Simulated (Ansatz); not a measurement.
Stepwise reaction of `[NH2][Ta](=[O])([F])[F]` with water, as a gas-phase model of exchange steps in deposition or etching. ΔE in kJ/mol; ΔG adds harmonic PBE0-D4 terms to CCSD(T)/CBS, at 1 bar.

Computed with Ansatz on PBE0-D4/def2-TZVP structures; ΔE is electronic, products minus reactants. CCSD(T)/CBS adds triple-zeta CCSD(T) − MP2 to the extrapolated MP2 energy (def2 sets, frozen cores). This one scheme is used for every species. Functionals use def2-TZVPP. B3LYP here is the variant with VWN-RPA as its local correlation; programs differ in this. def2 core potentials past Kr. For Ta outer-core shells are correlated without core-valence functions, which leaves a few kJ/mol of doubt a bond. Each species was taken in one conformer, which may not be the lowest.

```
step                                                              reaction  PBE-D4  B3LYP-D4  ωB97M-V  CCSD(T)/CBS  ΔG(500 K)
   2  `[NH2][Ta](=[O])([OH])[F]` + H₂O → `[NH2][Ta](=[O])([OH])[OH]` + H–F    52.4      51.8     52.3         46.5       43.5
```

(1) Give the row of step 1, `[NH2][Ta](=[O])([F])[F]` + H₂O → `[NH2][Ta](=[O])([OH])[F]` + H–F. (Estimate.)

(2) By hand: ΔE of the 2 steps together at CCSD(T)/CBS.

## Answers

(1) The calculation gave: 
| step | reaction | PBE-D4 | B3LYP-D4 | ωB97M-V | CCSD(T)/CBS | ΔG(500 K) |
| --- | --- | --- | --- | --- | --- | --- |
| 1 | `[NH2][Ta](=[O])([F])[F]` + H₂O → `[NH2][Ta](=[O])([OH])[F]` + H–F | 35.8 | 34.7 | 35.0 | 29.6 | 30.2 |

(2) (29.6) + (46.5) = 76.1 kJ/mol, or 38.0 kJ/mol a step.

In ΔE each step is higher than the one before. All are uphill at CCSD(T)/CBS. ΔG lies between 30.2 and 43.5 kJ/mol a step. PBE-D4 differs from CCSD(T)/CBS by 5.9 to 6.2 kJ/mol a step. Only this route is followed, and other bonds may react first. Isolated molecules leave out the surface, adducts and barriers. Largest T1 diagnostic: 0.020.
